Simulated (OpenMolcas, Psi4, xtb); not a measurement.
## How methods differ on C2H6Cd (dimethylcadmium)

The species is C2H6Cd (9 atoms), meant as a singlet with charge 0. As SMILES, `[CH3][Cd][CH3]`. The shape is that of a PBE0-D4/def2-TZVP optimisation.

```xyz
9

C    -1.0733    1.3986   -1.1656
Cd    0.0000    0.0000    0.0000
C     1.0733   -1.3986    1.1656
H    -1.9609    0.9355   -1.6016
H    -0.4514    1.7798   -1.9782
H    -1.3936    2.2443   -0.5535
H     0.5989   -2.3812    1.1210
H     2.0983   -1.4961    0.8021
H     1.1087   -1.0822    2.2102
```

Quantity: the HOMO–LUMO gap, in eV. The values are calculated.

```
                                             level                    kind     program  value (eV)   CPU time
                                          GFN1-xTB          semi-empirical         xtb        4.52  under 2 s
                      HF/def2-SVP (core potential)            Hartree–Fock  OpenMolcas       11.53      8.3 s
                   SVWN5/def2-SVP (core potential)                     LDA  OpenMolcas        5.10       24 s
                     PBE/def2-SVP (core potential)                     GGA  OpenMolcas        5.06       36 s
                   M06-L/def2-SVP (core potential)                meta-GGA  OpenMolcas        5.67       44 s
                  r2SCAN/def2-SVP (core potential)                meta-GGA  OpenMolcas        5.62       44 s
                    PBE0/def2-SVP (core potential)           global hybrid  OpenMolcas        6.83       33 s
wB97X-D/def2-SVP (density fitting, core potential)  range-separated hybrid        Psi4       10.14      5.3 s
                  B2PLYP/def2-SVP (core potential)           double hybrid  OpenMolcas        8.46       22 s
```

The values span 4.52 to 11.53 eV. Orbital gaps aren't excitation energies, and those of double hybrids come from the SCF part alone; they tend to grow with the share of exact exchange. CPU times are rough (shared hosts, several kinds of processor): they show what a rung costs within a factor of a few.
